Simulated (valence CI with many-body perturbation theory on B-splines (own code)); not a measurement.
The numbers below are computed, except where a source is named.
**Hyperfine factors and g values of In³⁵⁺**

Level of theory: valence CI with perturbative core correlation (CI+MBPT): four valence electrons over a frozen Dirac-Fock core [Ne], radial functions for each j: 11 s, 11 p, 10 d, 8 f, 5 g, 2 h, with the one-electron correlation potential Σ1 (screened to all orders), the two-electron term Σ2, the three-electron term Σ3, Breit, model QED; selected single and double excitations, second order for the rest, scaled by the run's own slope (own B-spline code, finite nucleus).

The last digits are not significant, and no measured levels were compared; by estimate large intervals hold to a few tenths of a per cent, small ones and those within an open d or f shell to about a per cent. Among the levels kept, up to 690 cm⁻¹ of a level comes from second order outside the variational space, and about a tenth of that is noise between levels of different J, which matters for small intervals.

A/g_I is the dipole constant over the nuclear g factor μ/I (μ in nuclear magnetons, uniformly magnetised nucleus), B/Q the quadrupole constant per barn. Both hold the static response of the core; the bare values leave it out. Large factors of s and p1/2 electrons are usually good to 5 to 10 %; those of open d and f shells near neutrality can be off by tens of per cent, and small factors of p3/2, d and f electrons come from cancelling terms and can be off by a factor of two or in sign, in half-filled shells by more. B is blank for J = 1/2, where it vanishes, and for nearly pure S terms. Energies count from the lowest level. Levels with J = 0 are left out.

Levels are named by their leading jj configuration (3d3/2^4 stands for four electrons in 3d with j = 3/2), which in mixed levels can hold well under half, so a name can repeat and another be missing. Letters in brackets count levels of one name in rising energy.

| Level | E (eV) | g | A/g_I (MHz) | A/g_I bare | B/Q (MHz/b) | B/Q bare |
| --- | --- | --- | --- | --- | --- | --- |
| (3s^2 3p1/2 3p3/2) J=1 | 45.12 | 1.496 | -13600 | -11800 | 47300 | 46300 |
| (3s^2 3p1/2 3p3/2) J=2 | 50.71 | 1.204 | 113000 | 111000 | 68300 | 66900 |
| (3s^2 3p3/2^2) J=2 | 99.88 | 1.286 | 53300 | 53000 | 26100 | 25600 |
| (3s 3p1/2^2 3p3/2) J=2 | 132.14 | 1.681 | 263000 | 258000 | 63300 | 62100 |
| (3s 3p1/2^2 3p3/2) J=1 | 149.84 | 0.915 | -145000 | -139000 | 69400 | 68100 |
| (3s 3p1/2 3p3/2^2) J=2 [a] | 172.26 | 1.452 | 158000 | 155000 | 40800 | 40200 |
| (3s^2 3p1/2 3d3/2) J=2 | 173.85 | 0.828 | 95500 | 94000 | 7330 | 8040 |
| (3s 3p1/2 3p3/2^2) J=3 | 181.65 | 1.302 | 198000 | 194000 | -18900 | -18200 |
| (3s^2 3p1/2 3d3/2) J=1 | 195.09 | 1.086 | -11900 | -9860 | -23100 | -22400 |
| (3s^2 3p1/2 3d5/2) J=2 | 198.93 | 1.075 | -17900 | -16100 | 11000 | 11400 |
| (3s^2 3p1/2 3d5/2) J=3 | 200.09 | 1.128 | 91500 | 90100 | 44200 | 44300 |
| (3s 3p1/2 3p3/2^2) J=1 [a] | 203.27 | 1.134 | 236000 | 230000 | -48900 | -47800 |
| (3s 3p1/2 3p3/2^2) J=2 [b] | 209.20 | 1.252 | 66800 | 66400 | 5850 | 6060 |
| (3s 3p1/2 3p3/2^2) J=1 [b] | 212.82 | 1.349 | 34700 | 35800 | 31600 | 31000 |
| (3s^2 3p3/2 3d5/2) J=2 | 232.20 | 1.321 | 133000 | 130000 | -69700 | -68100 |
| (3s^2 3p3/2 3d5/2) J=4 | 238.66 | 1.246 | 25600 | 26200 | 116000 | 115000 |
| (3s^2 3p3/2 3d3/2) J=1 | 242.14 | 1.161 | 48300 | 48500 | -37000 | -36600 |
| (3s^2 3p3/2 3d3/2) J=2 | 242.37 | 1.065 | 19600 | 20500 | -14100 | -13800 |
| (3s^2 3p3/2 3d3/2) J=3 | 243.28 | 1.182 | 47600 | 47800 | 52300 | 51900 |
| (3s^2 3p3/2 3d5/2) J=1 | 261.04 | 1.273 | -80000 | -75700 | -6560 | -6290 |
| (3s^2 3p3/2 3d5/2) J=3 | 262.18 | 1.119 | 31900 | 32100 | 41800 | 42100 |
| (3s 3p1/2^2 3d3/2) J=1 | 262.93 | 0.314 | -188000 | -182000 | 5910 | 6280 |
| (3s 3p3/2^3) J=2 | 263.11 | 1.289 | 161000 | 157000 | -73900 | -72400 |
| (3s 3p1/2^2 3d3/2) J=2 | 265.69 | 1.200 | 194000 | 190000 | 15200 | 15700 |
| (3s 3p3/2^3) J=1 | 276.78 | 1.050 | -84100 | -80200 | -5390 | -5070 |
| (3s 3p1/2^2 3d5/2) J=3 | 279.89 | 1.378 | 147000 | 144000 | 21900 | 22600 |
| (3s 3p1/2^2 3d5/2) J=2 | 282.12 | 1.213 | -20700 | -18000 | -18400 | -17500 |
| (3s 3p1/2 3p3/2 3d3/2) J=2 [a] | 298.81 | 0.961 | 11500 | 12300 | 7250 | 7520 |
| (3s 3p1/2 3p3/2 3d3/2) J=1 [a] | 301.20 | 1.253 | 136000 | 134000 | -45600 | -45000 |
| (3s 3p1/2 3p3/2 3d3/2) J=3 [a] | 303.66 | 1.210 | 150000 | 147000 | -14400 | -13900 |
| (3s 3p1/2 3p3/2 3d3/2) J=2 [b] | 305.18 | 1.203 | 93500 | 92500 | -17800 | -17400 |
| (3s 3p1/2 3p3/2 3d5/2) J=4 [a] | 309.01 | 1.313 | 132000 | 130000 | 45700 | 45800 |
| (3s 3p1/2 3p3/2 3d5/2) J=4 [b] | 312.17 | 1.351 | 145000 | 143000 | 84600 | 83500 |
| (3s 3p1/2 3p3/2 3d5/2) J=3 [a] | 319.65 | 1.420 | 142000 | 140000 | 40900 | 40200 |

Task: Take the isotope of mass number 115, with I = 9/2, μ = 5.5326 μN and Q = 0.772 b. What is the hyperfine structure of (3s^2 3p1/2 3p3/2) J=1?

Result: From the table A = -16700 MHz, B = 36500 MHz. Shifts from the centre of gravity in MHz: F = 7/2: 109000, F = 9/2: -7630, F = 11/2: -66000.
